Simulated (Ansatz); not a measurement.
Job for Ansatz (a first-principles code): U-CAM-B3LYP/def2-TZVPP on H3Mo (SMILES [MoH3]), 2S+1 = 4, a spin state set in the input, which need not be the lowest. Elements past Kr take the def2 small-core potentials; no spin–orbit coupling.

Ansatz 0.2 input:
```yaml
crystal:
  periodic: [false, false, false]
  atoms:
    - {symbol: Mo, position_ang: [0.40227730, 0.07120110, -0.19138553]}
    - {symbol: H, position_ang: [0.49265057, -0.45270498, 1.42482676]}
    - {symbol: H, position_ang: [-0.46736936, 1.53313720, -0.22003407]}
    - {symbol: H, position_ang: [-0.48554623, -1.08466804, -1.06945131]}
basis:
  gaussian:
    orbitals: def2-TZVPP
hamiltonian:
  xc: {name: CAM-B3LYP}
magnetization: {spin_polarized: true, initial_magnetization: 3}
```

Output:

```
WARN ansatz: RAYON_NUM_THREADS=1 ignored (pool sized by the plan → 1); use --threads N
Functional definition: CAM-B3LYP
integrals: 0.02 GiB planned
526 factors; their error is unknown
integrals: 0.05 GiB planned
149 factors; integrals over basis functions are off by at most 1.9e-5 eV
mean field: 0.32 GiB planned
mean field evaluation 1: about -1899.5454 eV, gradient 1.2e1 eV
mean field evaluation 2: about -1899.9780 eV, gradient 1.0e1 eV
mean field evaluation 4: about -1900.4073 eV, gradient 1.2e0 eV
mean field evaluation 8: about -1900.4332 eV, gradient 5.1e-2 eV
mean field evaluation 16: about -1900.4906 eV, gradient 4.0e-4 eV
mean field -1900.49055179 eV, -69.8417395796 hartree, gradient 2.2e-5 eV, S^2 3.781592; 0 other end points of the search recorded, 0 dependent functions left out
reference -1900.49067062 eV, -69.8417439464 hartree; 10, 7 occupied and 88, 91 virtual orbitals, 526 factors
Total energy: -1900.49067062 eV, -69.8417439464 hartree
```

The run converged.

Cost: about 1.6 core-seconds (a rough figure).
